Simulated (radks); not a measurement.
Neutral rhodium inside a hard spherical wall (all orbitals vanish at R), configuration held at [Kr] 4d8 5s1 and not refilled when levels cross. Method: scalar-relativistic Kohn-Sham, PBEsol, spin-polarised, spherical densities, finite nucleus; open shells are filled with parallel spins first (spin-orbit coupling, left out, can overturn this in heavy ions); Fermi nuclear charge, rms radius 4.4945 fm; computed with a radial shooting solver on a logarithmic mesh with Libxc functionals. Eigenvalues in eV for spin up, with the zero of energy where the potential of the charges vanishes at infinity; a dash marks a level that is unbound or too diffuse for the functional's potential to be trusted. A positive occupied level is held by the wall or, in an anion where self-interaction has pushed it up, behind a barrier. The pressure on the wall is -dE/dV.

| R (bohr) | E (hartree) | kinetic (hartree) | e(4s) | e(4p) | e(4d) | e(5s) | e(5p, empty) | e(6s, empty) | pressure (GPa) |
|---|---|---|---|---|---|---|---|---|---|
| free | -4781.68130 | 4951.605 | -82.879 | -50.867 | -6.511 | -4.809 | -1.075 | - | 0 |
| 20 | -4781.68130 | 4951.605 | -82.879 | -50.867 | -6.511 | -4.809 | -1.074 | - | < 0.0001 |
| 15 | -4781.68130 | 4951.605 | -82.879 | -50.867 | -6.511 | -4.809 | -1.067 | 0.347 | < 0.0001 |
| 12 | -4781.68127 | 4951.605 | -82.876 | -50.864 | -6.508 | -4.806 | -1.026 | 0.922 | 0.000482 |
| 8 | -4781.67871 | 4951.626 | -82.735 | -50.723 | -6.376 | -4.663 | -0.505 | 4.545 | 0.108 |
| 5 | -4781.59093 | 4952.088 | -80.737 | -48.763 | -4.588 | -2.161 | 3.869 | 22.587 | 10.8 |
| 4 | -4781.33731 | 4953.201 | -77.385 | -45.534 | -1.548 | 2.903 | 11.052 | 45.924 | 71.2 |
| 2.5 | -4777.69109 | 4967.216 | -56.953 | -25.715 | 20.363 | 50.089 | 68.520 | 190.93 | 2940 |
| 2 | -4769.99195 | 4994.978 | -33.273 | -0.928 | 50.114 | 123.10 | 149.21 | 365.10 | 16100 |
